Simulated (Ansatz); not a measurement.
Pulling on the O2–H3 bond in HLiO (SMILES [Li][OH]) (multiplicity 1 held, fragments rigid). Energies count from the point at 0.951 Å.
Geometry at that point (charge 0, multiplicity 1):
```tsv
atom	x (Å)	y (Å)	z (Å)
Li	0.0000	0.0000	-1.2587
O	0.0000	0.0000	0.3139
H	0.0000	0.0000	1.2652
```

Restricted levels (R-, RO-) in cc, def2 and unpolarised 6-31G sets keep to the state of the molecule at rest. Full CI gives the lowest state of the spin. Levels need not reach the same state.

Cores are frozen in the correlated methods.

Programs: Ansatz (a first-principles code) with Gaussian orbitals. 

**Question.** What is the computed energy at R = 3.044 Å (FCI/6-31G)?

**Answer.** 112.9 kcal/mol

**Question.** What energy at R = 3.044 Å does R-MP2/6-31G give?

**Answer.** 149.2 kcal/mol

Doubts at one or more of the structures used: a restricted determinant that unrestricted orbitals would lower (R-MP2/6-31G).
